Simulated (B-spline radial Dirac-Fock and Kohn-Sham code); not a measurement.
Magnetic form factor of the 4f shell of Pt²⁶⁺

System: platinum as Pt²⁶⁺ in the configuration [Kr] 4d10 4f6.

The run's input, task.json:

```json
{"items": [{
  "Z": 78,
  "q": 26,
  "cfg": [[1, 0, 2], [2, 0, 2], [2, 1, 6], [3, 0, 2], [3, 1, 6], [3, 2, 10], [4, 0, 2], [4, 1, 6], [4, 2, 10], [4, 3, 6]],
  "A": 195,
  "rrms": 5.427,
  "do": ["scatter"],
  "s": [0.0, 0.05, 0.1, 0.15, 0.2, 0.25, 0.3, 0.35, 0.4, 0.45, 0.5, 0.6, 0.7, 0.8, 0.9, 1.0, 1.1, 1.2, 1.4, 1.6, 1.8, 2.0, 2.5, 3.0, 3.5, 4.0, 5.0, 6.0],
  "pz": [0, 0.1, 0.2, 0.3, 0.4, 0.5, 0.6, 0.8, 1.0, 1.2, 1.4, 1.6, 1.8, 2.0, 2.5, 3.0, 4.0, 5.0, 7.0, 10.0, 15.0, 20.0, 30.0, 40.0, 60.0, 100.0],
  "hv_scatter": [1000, 5000, 8047.8, 10000, 17479.3, 20000, 30000, 200000]
}]}
```

Run with: `python xray_run.py task.json out`

Level of theory: Dirac-Fock densities; a radial B-spline solver. ⟨j_K⟩ is the integral of the 4f radial density with the spherical Bessel function j_K(4πsr), s = sin θ/λ.

| s (Å⁻¹) | ⟨j0⟩ | ⟨j2⟩ | ⟨j4⟩ | ⟨j6⟩ |
| --- | --- | --- | --- | --- |
| 0 | 1.0000 | 0.0000 | 0.0000 | 0.0000 |
| 0.05 | 0.9962 | 0.0015 | 0.0000 | 0.0000 |
| 0.1 | 0.9849 | 0.0060 | 0.0000 | 0.0000 |
| 0.15 | 0.9663 | 0.0134 | 0.0001 | 0.0000 |
| 0.2 | 0.9408 | 0.0234 | 0.0002 | 0.0000 |
| 0.25 | 0.9090 | 0.0357 | 0.0005 | 0.0000 |
| 0.3 | 0.8716 | 0.0498 | 0.0011 | 0.0000 |
| 0.35 | 0.8294 | 0.0655 | 0.0020 | 0.0000 |
| 0.4 | 0.7832 | 0.0823 | 0.0032 | 0.0001 |
| 0.45 | 0.7338 | 0.0996 | 0.0049 | 0.0002 |
| 0.5 | 0.6822 | 0.1170 | 0.0071 | 0.0003 |
| 0.6 | 0.5758 | 0.1504 | 0.0133 | 0.0008 |
| 0.7 | 0.4702 | 0.1796 | 0.0217 | 0.0017 |
| 0.8 | 0.3708 | 0.2025 | 0.0322 | 0.0032 |
| 0.9 | 0.2811 | 0.2177 | 0.0442 | 0.0056 |
| 1 | 0.2033 | 0.2253 | 0.0569 | 0.0089 |
| 1.1 | 0.1385 | 0.2255 | 0.0696 | 0.0130 |
| 1.2 | 0.0862 | 0.2195 | 0.0815 | 0.0180 |
| 1.4 | 0.0153 | 0.1941 | 0.1007 | 0.0298 |
| 1.6 | -0.0210 | 0.1593 | 0.1116 | 0.0423 |

Radial moments of the shell: ⟨r²⟩ = 0.2070, ⟨r⁴⟩ = 0.07128, ⟨r⁶⟩ = 0.03705 in powers of bohr.

Values without a named source are computed, but for edge energies of neutral atoms, which are taken from tables.
